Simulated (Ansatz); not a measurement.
Molecule: C2HO (charge 0, doublet). It need not be the lowest isomer of its formula. 
Geometry from a B3LYP-D3(BJ)/def2-TZVP (Ansatz, a program for electronic structure) optimisation:
```
C
O 1 1.3070
C 1 1.3471 2 78.48
H 1 1.0804 2 129.45 3 -180.00
```
Charge 0, spin multiplicity 2.

Basis-set convergence of Hartree-Fock and CCSD(T) correlation energies (hartree) with Ansatz. Correlated levels leave the core frozen unless marked. UHF or UKS for open shells. Spin-orbit coupling is left out. Non-relativistic.

| basis | functions | E(HF) | E(corr, CCSD(T)) |
|---|---|---|---|
| cc-pVDZ | 47 | -151.00739 | -0.44716 |
| cc-pVTZ | 104 | -151.04996 | -0.54753 |
| cc-pVQZ | 195 | -151.06041 | -0.58027 |

Extrapolating the two largest sets (X = 3 and 4) as X^-3: E(corr) = (64·(-0.58027) - 27·(-0.54753))/37 = -0.6042 Eh, an estimate of the basis-set limit. The largest set recovers 96.0 % of it, the smallest 74.0 %.
